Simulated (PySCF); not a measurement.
C₃H₁₀N₂Si.
Atom-mapped SMILES: `[CH3:1][C@H:2]1[CH2:3][NH:4][SiH2:5][NH:6]1`

Structure used (GFN2-xTB), in Å, numbered top down from 1:
```xyz
16
C3H10N2Si angstrom
C     -2.039    0.043    0.028
C     -0.589   -0.123    0.470
C      0.175   -1.108   -0.420
N      1.576   -0.778   -0.283
Si     1.804    0.901    0.025
N      0.135    1.127    0.362
H     -2.549   -0.917    0.042
H     -2.073    0.450   -0.980
H     -2.562    0.725    0.695
H     -0.571   -0.498    1.507
H     -0.172   -1.001   -1.458
H     -0.005   -2.141   -0.104
H      2.180   -1.323   -0.875
H      2.767    1.006    1.125
H      2.142    1.786   -1.095
H     -0.229    1.860    0.948
```

NICS is the negative of the GIAO shielding at a point without a nucleus: at the ring centre (0) and 1 Å above and below it (1); zz is the component along the ring normal. Level: GIAO PBE0/pcSseg-1 (PySCF, non-relativistic, gas phase) on the GFN2-xTB geometry, one conformer.

Ring bond lengths (Å), with Mayer bond orders in brackets: C2–C3 1.532 (1.00), C3–N4 1.446 (0.97), N4–Si5 1.722 (0.99), Si5–N6 1.718 (0.99), N6–C2 1.449 (0.94).

What do the NICS probes read (ppm)?

```csv
ring,type,NICS(0),"NICS(1), two faces","NICS(1)zz, two faces",rms pucker (Å),"centre to ring atoms, mean (Å)"
C2–C3–N4–Si5–N6,5-membered ring with 2 N and Si; formal bonds all single,-7.5,-2.9 / -2.6,-3.0 / -3.3,0.15,1.32
```

What do they say, and how far can they be read as aromaticity?

- C2–C3–N4–Si5–N6: mean NICS(1)zz -3.2 ppm, shielded. C2, C3, Si5 have four or more neighbours; no verdict on aromaticity is drawn.

What is the mean of the two in-plane components of NICS at the first NICS(1) probe listed for ring C2–C3–N4–Si5–N6, 1 Å off the ring?

The isotropic value is a third of the trace: (3 × -2.9 − (-3.0))/2 = -2.8 ppm.

List the ring angles and the Hirshfeld charges of the ring atoms.

- C2–C3–N4–Si5–N6: C2 105.2° (+0.021 e), C3 106.4° (-0.027 e), N4 111.6° (-0.257 e), Si5 92.0° (+0.393 e), N6 112.7° (-0.250 e); sum 527.9° against 540° for a flat convex ring.

How shielded are the nuclei of the rings and their hydrogens (means over atoms taken as equivalent)?

```json
{"atoms": "C2", "environment": "sp3 carbon bound to nitrogen", "σ isotropic (ppm)": "133.0", "principal values of the symmetric part, first atom (ppm)": "115.6, 130.7, 152.7"}
{"atoms": "C3", "environment": "sp3 carbon bound to nitrogen", "σ isotropic (ppm)": "131.5", "principal values of the symmetric part, first atom (ppm)": "110.8, 127.6, 156.1"}
{"atoms": "N4", "environment": "silicon-bound nitrogen", "σ isotropic (ppm)": "246.3", "principal values of the symmetric part, first atom (ppm)": "190.0, 237.3, 311.6"}
{"atoms": "Si5", "environment": "SiH2 silicon", "σ isotropic (ppm)": "374.4", "principal values of the symmetric part, first atom (ppm)": "350.6, 354.8, 417.8"}
{"atoms": "N6", "environment": "silicon-bound nitrogen", "σ isotropic (ppm)": "227.5", "principal values of the symmetric part, first atom (ppm)": "178.8, 220.3, 283.4"}
{"atoms": "H10", "environment": "methine hydrogen", "σ isotropic (ppm)": "28.07", "principal values of the symmetric part, first atom (ppm)": "24.0, 25.9, 34.3"}
{"atoms": "H11", "environment": "methylene hydrogen", "σ isotropic (ppm)": "28.91", "principal values of the symmetric part, first atom (ppm)": "23.5, 28.5, 34.7"}
{"atoms": "H12", "environment": "methylene hydrogen", "σ isotropic (ppm)": "28.27", "principal values of the symmetric part, first atom (ppm)": "23.5, 27.6, 33.7"}
{"atoms": "H13", "environment": "N–H hydrogen", "σ isotropic (ppm)": "31.89", "principal values of the symmetric part, first atom (ppm)": "22.6, 28.5, 44.6"}
{"atoms": "H14", "environment": "Si–H hydrogen", "σ isotropic (ppm)": "26.38", "principal values of the symmetric part, first atom (ppm)": "22.8, 23.6, 32.8"}
{"atoms": "H15", "environment": "Si–H hydrogen", "σ isotropic (ppm)": "26.37", "principal values of the symmetric part, first atom (ppm)": "22.6, 23.9, 32.7"}
{"atoms": "H16", "environment": "N–H hydrogen", "σ isotropic (ppm)": "31.77", "principal values of the symmetric part, first atom (ppm)": "23.3, 29.2, 42.9"}
```

Time: 18 s; peak memory 0.73 GiB. Hardware: Arm Neoverse V1, one thread, on a shared host. This is the whole shielding run at PBE0/pcSseg-1, SCF included.
